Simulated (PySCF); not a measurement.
Al(F)2(SMe) (CH3AlF2S), SMILES [Al]([S]C)([F])[F].

Geometry optimised at B3LYP-D3(BJ)/def2-SVP. The structure was generated by enumeration; whether it is a known compound was not checked. The values are those of a single conformer.

These are PySCF with PBE/def2-TZVP values and carry that method's errors.

| Quantity | Value |
|---|---|
| total energy | -879.99000 hartree |
| point group | Cs |
| highest occupied level | -6.45 eV |
| lowest empty level | -1.89 eV |
| orbital gap | 4.57 eV |
| dipole moment | 2.25 D |
| quadrupole, principal values (traceless, Buckingham form, about the centre of nuclear charge) | -6.75, 1.47, 5.28 D·Å |
| mean static polarisability | 54.8 bohr³ (8.12 Å³) |
| polarisability, principal values | 44.3, 52.3, 67.9 bohr³ |
